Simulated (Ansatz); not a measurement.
```yaml
atoms:
  - { symbol: C, position_ang: [-0.0179, 0.0098, 0.0026] }
  - { symbol: O, position_ang: [0.0101, 0.0382, 1.2119] }
  - { symbol: H, position_ang: [0.0002, 0.9254, -0.5810] }
  - { symbol: H, position_ang: [0.0076, -0.9734, -0.5949] }
```

Basis set: cc-pVDZ (spherical functions). Correlated methods keep 2 orbitals frozen. Charge 0, multiplicity 1.

Computed with Ansatz (development build ahead of 0.2.0); each method stands on the lowest determinant of its kind that the runs found. Restricted open shells among the atoms or ions are ROHF, correlated in semicanonical orbitals with singles.

(1) Give the atomization energy at this shape (free ground-state atoms in the same class of orbitals less the molecule, no zero-point energy) of singlet CH₂O by RHF-MP2, RHF.

Answers

(1)

```json
{"method": "RHF-MP2", "atomization energy": "15.27 eV"}
{"method": "RHF", "atomization energy": "11.03 eV"}
```
